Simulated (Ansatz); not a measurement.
# CHSe (SMILES [CH]=[Se]): where methods fail along a bond

CHSe has 3 atoms, charge 0, and is taken as a doublet. SMILES: `[CH]=[Se]`. Geometry: a GFN2-xTB relaxation, a rough one for these elements and not checked as a minimum.

```xyz
3

C    -0.3617    0.1760   -0.1760
Se    1.0502    0.6320    0.6441
H    -0.6885   -0.8080   -0.4681
```

The C1–H3 distance is scanned; the parts on either side stay rigid. Basis STO-3G, 10 core orbitals frozen in the correlated methods; program Ansatz 0.2.0. FCI is exact within this basis and core. Energies in eV from each method's value at 1.077 Å; open shells run as named. The shape above is that at 1.077 Å.

| distance (Å) | UHF | USVWN5 | U-revPBE | U-r2SCAN | UPBE0 | U-r2SCAN0 | UBCCD(T) | FCI |
| --- | --- | --- | --- | --- | --- | --- | --- | --- |
| 1.077 | 0.00 | 0.00 | 0.00 | 0.00 | 0.00 | 0.00 | 0.00 | 0.00 |
| 1.347 | 1.02 | 0.62 | 0.54 | 0.64 | 0.69 | 0.74 | 0.61 | 0.60 |
| 1.616 | 2.93 | 1.95 | 1.75 | 1.94 | 2.10 | 2.18 | 1.91 | 1.90 |
| 2.155 | 3.87 | 3.65 | 3.12 | 3.24 | 3.45 | 3.45 | 2.92 | 2.93 |
| 2.693 | 3.85 | 4.00 | 3.28 | 3.44 | 3.55 | 3.61 | 2.87 | 2.90 |

Departure from the FCI curve at its largest: UHF +1.03 eV at 1.62 Å; USVWN5 +1.10 eV at 2.69 Å; U-revPBE +0.39 eV at 2.69 Å; U-r2SCAN +0.54 eV at 2.69 Å; UPBE0 +0.65 eV at 2.69 Å; U-r2SCAN0 +0.71 eV at 2.69 Å; UBCCD(T) -0.03 eV at 2.69 Å. For the functionals part of the departure is owed to the small basis.
